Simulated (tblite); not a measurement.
Run record: tight-binding relaxation, `O=C(Cl)C1=CC(Br)=CS1`.

Computed with GFN2-xTB geometry optimisation, gas phase (tblite 0.8.0). Start geometry: from a force field or distance geometry. The input is one job of a driver script: a line of settings, then coordinates in Å.

Command:
```bash
OMP_NUM_THREADS=1 python probes_run.py task.json out
```

Input:
```
{"job": {"kind": "relax", "xc": "GFN2-xTB", "basis": "xTB"}, "charge": 0, "multiplicity": 1}
O      2.269700    -1.645800     1.466800
C      1.978200    -0.691300     0.680100
Cl     3.273300     0.262600     0.008800
C      0.558800    -0.426200     0.375000
C      0.113000     0.558700    -0.435900
C     -1.234300     0.635200    -0.597200
Br    -2.085600     1.959600    -1.714800
C     -1.945900    -0.288100     0.105100
S     -0.684100    -1.230800     0.936500
H      0.815600     1.244800    -0.940600
H     -3.053300    -0.376100     0.090200
```

Output:
```
step      E/eV     max force
  0    -751.37583    6.848
  1    -752.08260    5.498
  2    -752.22957    2.669
  3    -752.31354    0.957
  4    -752.36605    0.883
  5    -752.39854    0.848
  6    -752.42668    0.421
  7    -752.43912    0.314
  8    -752.44957    0.337
  9    -752.45339    0.167
... (8 lines left out)
 18    -752.45837    0.048
 19    -752.45856    0.053
 20    -752.45880    0.061
 21    -752.45905    0.053
 22    -752.45919    0.032
 23    -752.45925    0.016
 24    -752.45928    0.014
 25    -752.45930    0.014
 26    -752.45932    0.014
 27    -752.45933    0.009
```

«max force» is the largest atomic force in eV/Å.

Problem. From which step on does the largest force stay under 0.1 eV/Å, and how much energy is left to gain from there?

Solution. From step 10 (0.082 eV/Å), 4.1 meV above the end.

In short: energy lowered by 25.0 kcal/mol over 27 steps; largest atomic force 0.009 eV/Å at the end.

Time: 0.19 s of wall time. Hardware: one thread of an Arm Neoverse V2, shared host with 96 logical CPUs at a one-minute load of 19.
Labels such as C1 count atoms from 1, the log's own numbers from 0.
